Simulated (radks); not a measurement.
Values are calculated unless marked as measured or tabulated.
Tb2+, 63 electrons, occupied as [Xe] 4f7 5f2 (not the ground configuration). Level of theory: scalar-relativistic Kohn-Sham, r2SCAN, spin-polarised, spherical densities, finite nucleus; open shells are filled with parallel spins first (spin-orbit coupling, left out, can overturn this in heavy ions); meta-GGA in the generalised Kohn-Sham scheme; Fermi nuclear charge, rms radius 5.06 fm (a radial shooting solver on a logarithmic mesh with Libxc functionals).

Local quantities along the radius. ELF = 1/(1 + alpha^2) is the electron localisation function; alpha = (tau - tau_W)/tau_unif compares the Pauli kinetic energy density with that of the uniform gas (summed over spins); 4 pi r^2 rho is in e/bohr; r v_xc is r times the local exchange-correlation potential of spin up (hartree bohr, multiplicative part alone); s = |grad rho|/(2 (3 pi^2)^(1/3) rho^(4/3)) is the reduced gradient. tau is taken from the large components.

| r (bohr) | ELF | alpha | 4 pi r^2 rho | r v_xc | s |
|---|---|---|---|---|---|
| 0.0007693 | 0.999 | 0.02369 | 2.855 | -0.1108 | 0.9745 |
| 0.001051 | 0.999 | 0.02399 | 4.769 | -0.1274 | 0.8237 |
| 0.001447 | 0.999 | 0.02508 | 7.958 | -0.1517 | 0.7118 |
| 0.001977 | 0.999 | 0.02721 | 12.86 | -0.1837 | 0.6359 |
| 0.002701 | 0.999 | 0.03096 | 20.27 | -0.2254 | 0.5865 |
| 0.00372 | 0.999 | 0.03767 | 31.16 | -0.2791 | 0.5591 |
| 0.005082 | 0.998 | 0.04935 | 45.18 | -0.3426 | 0.5534 |
| 0.006943 | 0.995 | 0.07146 | 61.45 | -0.4162 | 0.5682 |
| 0.009561 | 0.986 | 0.1193 | 77.09 | -0.5006 | 0.6063 |
| 0.01306 | 0.950 | 0.2293 | 86.16 | -0.5910 | 0.6642 |
| 0.01784 | 0.796 | 0.5062 | 85.33 | -0.6558 | 0.7197 |
| 0.02457 | 0.451 | 1.102 | 78.30 | -0.5720 | 0.6741 |
| 0.03357 | 0.333 | 1.416 | 79.35 | -0.7031 | 0.4349 |
| 0.04586 | 0.552 | 0.9009 | 97.53 | -0.8810 | 0.2804 |
| 0.06316 | 0.743 | 0.5889 | 115.5 | -1.057 | 0.3589 |
| 0.08629 | 0.604 | 0.8091 | 104.7 | -1.075 | 0.4875 |
| 0.1179 | 0.338 | 1.399 | 86.99 | -0.9889 | 0.3687 |
| 0.1623 | 0.588 | 0.8364 | 99.03 | -1.368 | 0.2205 |
| 0.2218 | 0.735 | 0.6000 | 92.97 | -1.468 | 0.4307 |
| 0.303 | 0.315 | 1.474 | 52.00 | -1.167 | 0.5870 |
| 0.4172 | 0.455 | 1.095 | 47.04 | -1.486 | 0.1576 |
| 0.57 | 0.731 | 0.6061 | 49.28 | -1.747 | 0.3661 |
| 0.7787 | 0.470 | 1.061 | 26.75 | -1.485 | 0.6240 |
| 1.072 | 0.380 | 1.277 | 13.72 | -1.343 | 0.5220 |
| 1.465 | 0.670 | 0.7014 | 8.356 | -1.284 | 0.6979 |
| 2.002 | 0.426 | 1.161 | 2.841 | -0.7820 | 1.398 |
| 2.756 | 0.020 | 7.018 | 0.6236 | -0.6312 | 1.652 |
| 3.766 | 0.039 | 4.994 | 0.4838 | -0.6481 | 0.5483 |
| 5.144 | 0.051 | 4.298 | 0.4145 | -0.7007 | 1.038 |
| 7.085 | 0.022 | 6.669 | 0.1556 | -0.5960 | 2.463 |
| 9.679 | 0.002 | 22.56 | 0.01831 | -0.3353 | 7.460 |
| 13.22 | 0.000 | 214.5 | 0.0004568 | -0.09040 | 34.47 |

On this mesh the ELF has minima near r = 0.034, 0.12, 0.36, 0.91 bohr, which separate the shells, and maxima near 0.063 (0.74), 0.22 (0.74), 0.57 (0.73), 1.5 (0.67).
